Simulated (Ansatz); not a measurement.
Cost and result up the ladder for BMe2(tBu) (C₆H₁₅B) (22 atoms). Total charge 0; singlet. Geometry: PBE-D4/def2-SVP.

```xyz
22

B     0.665    0.482   -0.482
C     0.845    2.032   -0.246
C     1.604   -0.271   -1.504
C    -0.483   -0.321    0.298
C     0.254   -0.795    1.579
C    -1.000   -1.554   -0.468
C    -1.682    0.556    0.705
H     0.078    2.538   -0.881
H     1.830    2.437   -0.552
H     0.618    2.362    0.789
H     1.804   -1.331   -1.247
H     2.563    0.243   -1.715
H     1.044   -0.308   -2.469
H    -0.440   -1.377    2.226
H     1.117   -1.454    1.346
H     0.630    0.056    2.185
H    -0.185   -2.257   -0.733
H    -1.510   -1.265   -1.411
H    -1.737   -2.121    0.143
H    -2.223    0.945   -0.184
H    -1.376    1.429    1.315
H    -2.414   -0.026    1.307
```

Ansatz on 4 threads of Arm Neoverse V1 on a shared host. Times are rough, and most runs start from the orbitals of an earlier one. ωB97X-V/def2-TZVP serves as the yardstick here, not as an exact answer. Differences are given only for rows in sets of like size (and for xTB, whose basis is part of the method), since another set adds its own error. Binding counts from free atoms at the same level (B doublet, C triplet, H doublet; other spins of the atoms weren't run), without zero-point energy or a counterpoise term.

Correlated methods freeze 7 core orbitals. The rows differ in basis, and correlated rows in double-zeta sets carry the largest basis error. Another isomer (singlet) lies 0.02 eV lower at PBE0-D4/def2-TZVP; other spin states weren't run for this one.

Correlated methods converge slowly with the basis, most of all in double-zeta sets.

```
                         level  functions  binding energy per atom (eV)  difference from ωB97X-V/def2-TZVP (eV)
           r2SCAN-D4/def2-TZVP        307                          4.11                                    0.01
                 MP2/def2-TZVP        307                          4.00                                   -0.10
              CCSD(T)/def2-SVP        173                          3.96                                       –
                  HF/def2-TZVP        307                          3.14                                   -0.96
               PBE-D4/def2-SVP        173                          4.20                                       –
        CAM-B3LYP-D4/def2-TZVP        307                          4.12                                    0.02
             PBE0-D4/def2-TZVP        307                          4.13                                    0.02
PBE-D4/def2-TZVP (with forces)        307                          4.17                                    0.06
              PBE0-D4/def2-SVP        173                          4.17                                       –
             ωB97X-V/def2-TZVP        307                          4.10                                    0.00
```

Question: Estimate how long each takes.

Answer: PBE-D4/def2-SVP 2.6 s; PBE0-D4/def2-SVP 3.4 s; HF/def2-TZVP 4 s; PBE-D4/def2-TZVP (with forces) 6.5 s; CAM-B3LYP-D4/def2-TZVP 8 s; MP2/def2-TZVP 8.5 s; r2SCAN-D4/def2-TZVP 9 s; PBE0-D4/def2-TZVP 11 s; ωB97X-V/def2-TZVP 18 s; CCSD(T)/def2-SVP 88 s. On shared hardware such times vary by a factor of up to 3.
